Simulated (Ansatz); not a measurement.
The cluster Cu₈Te₄⁻ (the lowest doublet isomer of a short search), 12 atoms. Hardware: 2 threads of AMD EPYC 7R13 on a shared host and a share (18 GiB) of an NVIDIA H100 80GB HBM3.

In the def2 sets Te takes a core potential; there is no spin–orbit coupling. Correlated methods freeze 88 core orbitals; core or outer-core shells of Te are correlated, in sets that lack core-valence functions. Single mean-field runs in def2-TZVP are fitted with def2-universal-jkfit.

How many basis functions does each of these Ansatz runs have, and roughly what does it cost? PBE-D4/def2-TZVP, charge -1 doublet, energy and forces, from earlier orbitals; BLYP-D4/def2-TZVP, charge -1 doublet, energy, from earlier orbitals; PBE-D4/def2-SVP, charge -1 doublet, relaxation, 7 steps; r2SCAN-D4/def2-TZVP, charge -1 doublet, energy, from earlier orbitals; PBE0-D4/def2-TZVP, charge -1 doublet, energy, from earlier orbitals; PBE-D4/def2-SVP, charge -1 doublet, energy with a search over starts; PBE0-D4/def2-SVP, charge -1 doublet, energy, from earlier orbitals; MP2/def2-SVP, charge -1 doublet, energy, from earlier orbitals; PBE-D4/def2-SVP, charge -1 doublet, energy, from earlier orbitals; RPA@PBE/def2-SVP, charge -1 doublet, energy, from earlier orbitals.

Other jobs shared the machine, so times can vary by a factor of up to 3.

| run | functions | fitting or Cholesky vectors | wall time | peak host memory (GiB) |
| --- | --- | --- | --- | --- |
| MP2/def2-SVP, charge -1 doublet, energy, from earlier orbitals | 352 | 4100 | 9 s | 1 |
| PBE-D4/def2-TZVP, charge -1 doublet, energy and forces, from earlier orbitals | 560 | 2984 | 9.5 s | 1.2 |
| BLYP-D4/def2-TZVP, charge -1 doublet, energy, from earlier orbitals | 560 | 2984 | 10 s | 1.2 |
| RPA@PBE/def2-SVP, charge -1 doublet, energy, from earlier orbitals | 352 | 4100 | 11 s | 2.2 |
| r2SCAN-D4/def2-TZVP, charge -1 doublet, energy, from earlier orbitals | 560 | 2984 | 11 s | 1.4 |
| PBE-D4/def2-SVP, charge -1 doublet, energy, from earlier orbitals | 352 | 4352 | 12 s | 1.2 |
| PBE0-D4/def2-TZVP, charge -1 doublet, energy, from earlier orbitals | 560 | 2984 | 13 s | 1.2 |
| PBE0-D4/def2-SVP, charge -1 doublet, energy, from earlier orbitals | 352 | 4100 | 15 s | 1.1 |
| PBE-D4/def2-SVP, charge -1 doublet, energy with a search over starts | 352 | 4352 | 18 s | 1.2 |
| PBE-D4/def2-SVP, charge -1 doublet, relaxation, 7 steps | 352 | 4352 | 40 s | 1.1 |
